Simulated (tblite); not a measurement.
Run record: tight-binding relaxation, `[NH3+][BH2-]C1CCC1`.

Computed with GFN2-xTB geometry optimisation, gas phase (tblite 0.8.0). Start geometry: from a force field or distance geometry. A driver script takes a list of jobs; this job's settings line and coordinates (Å) are shown.

Command:
```bash
OMP_NUM_THREADS=1 python probes_run.py task.json out
```

Input:
```
{"job": {"kind": "relax", "xc": "GFN2-xTB", "basis": "xTB"}, "charge": 0, "multiplicity": 1}
N      2.356200     0.486700    -0.117300
B      1.241300    -0.570500    -0.004900
C     -0.154300    -0.001600    -0.545000
C     -1.329700    -0.970700    -0.429200
C     -2.039600    -0.015400     0.527500
C     -0.880100     0.961300     0.402300
H      2.100700     1.329700     0.454400
H      2.466700     0.776400    -1.112100
H      3.254300     0.088300     0.231700
H      1.548100    -1.533900    -0.632700
H      1.134100    -0.910400     1.144400
H     -0.086500     0.414300    -1.575600
H     -1.881800    -1.108800    -1.369300
H     -1.071500    -1.941000     0.076100
H     -2.153300    -0.416000     1.549300
H     -2.982600     0.391800     0.100000
H     -1.168200     1.914300    -0.091000
H     -0.362300     1.111900     1.379800
```

Output:
```
step      E/eV     max force
  0    -511.57675    2.234
  1    -511.76149    0.882
  2    -511.81289    0.447
  3    -511.84516    0.460
  4    -511.86707    0.340
  5    -511.87645    0.236
  6    -511.88292    0.147
  7    -511.88611    0.146
  8    -511.88787    0.121
  9    -511.88924    0.093
... (57 lines left out)
 67    -511.91056    0.017
 68    -511.91059    0.012
 69    -511.91062    0.011
 70    -511.91064    0.011
 71    -511.91066    0.010
 72    -511.91068    0.012
 73    -511.91070    0.012
 74    -511.91072    0.015
 75    -511.91075    0.012
 76    -511.91076    0.008
```

«max force» is the largest atomic force in eV/Å.

Q: From which step on does the largest force stay under 0.1 eV/Å, and how much energy is left to gain from there?

A: From step 16 (0.075 eV/Å), 11.6 meV above the end.

Main results: energy lowered by 7.7 kcal/mol over 76 steps; largest atomic force 0.008 eV/Å at the end.

On an Intel Xeon 6975P-C with one thread, shared host with 192 logical CPUs at a one-minute load of 89, this took 0.26 s wall.
Labels such as C1 count atoms from 1, the log's own numbers from 0.
